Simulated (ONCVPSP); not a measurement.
## Before and after: ONCV potential for cadmium (Cd)

Cd, optimised norm-conserving Vanderbilt (ONCV), made with ONCVPSP 4.0.1 (BLYP, scalar-relativistic). Core [Ar] 3d10, reference 4s2 4p6 4d10 5s2. Waves: 4s+5s: rc 1.55 bohr, ncon 4, nbas 7, qcut 6.8 1/bohr, 2 projectors; 4p: rc 1.40 bohr, ncon 5, nbas 9, qcut 11.3 1/bohr, 1 projector; 4d: rc 1.35 bohr, ncon 4, nbas 9, qcut 11.3 1/bohr, 2 projectors, debl 1.6 Ha. Local part: polynomial inside 0.85 bohr (lpopt 5, dvloc0 4 Ha). Core correction: Teter function, fcfact 1.75, rcfact 1.1.

All-electron outer shells of the reference configuration (BLYP, scalar-relativistic, ld1.x):

```csv
shell,level (eV),outermost node (bohr),outermost maximum (bohr)
3d,-393.59,–,0.27
4s,-105.74,0.43,0.79
4p,-66.78,0.43,0.84
4d,-11.57,0.42,0.98
5s,-5.65,1.07,2.32
```

Change: p: rc 1.32.

Cutoffs: the cutoffs (Ha) at which the residual kinetic energy of the hardest occupied pseudo-wave falls to 1 and 0.1 mHa per electron; they do not see the model core or the augmentation charge, which bear on the density cutoff. Errors are all-electron minus pseudo energies relative to the spin-unpolarised reference configuration.

Question: Predict the effect on cutoff, ghosts and configuration errors.

Answer: The potential gets neither clearly harder nor softer (44 Ha and 52 Ha → 46 Ha and 54 Ha); the errors of the 4 common tests hardly move; neither file shows a bound ghost.

```csv
quantity,base,changed
"cutoff, loose",44 Ha,46 Ha
"cutoff, tight",52 Ha,54 Ha
loose cutoff by channel,"s 18 Ha, p 44 Ha, d 39 Ha","s 18 Ha, p 46 Ha, d 39 Ha"
bound ghosts,none,none
GHOST(+) flags under 300 eV,s at 119.4 eV,s at 119.4 eV
"error for 4s2 4p6 4d10 5s1, meV [ΔE 9.32 eV]",-2.1,-2.2
"error for 4s2 4p6 4d10 5s0, meV [ΔE 26.62 eV]",-8.4,-8.4
"error for 4s2 4p6 4d9 5s0, meV [ΔE 64.51 eV]",-13,-13
"error for 4s2 4p6 4d10 5s1.5, meV [ΔE 3.72 eV]",-0.7,-0.8
s: phases at 1.58 bohr within 0.05 rad from the reference energy up to (Ha; the scan ends near 5),4.1,4.1
d: phases at 1.37 bohr within 0.05 rad from the reference energy up to (Ha; the scan ends near 5),to the end of the scan,to the end of the scan
"rms error of d²Exc/dni dnj with the model core, mHa",1.79,1.83
```
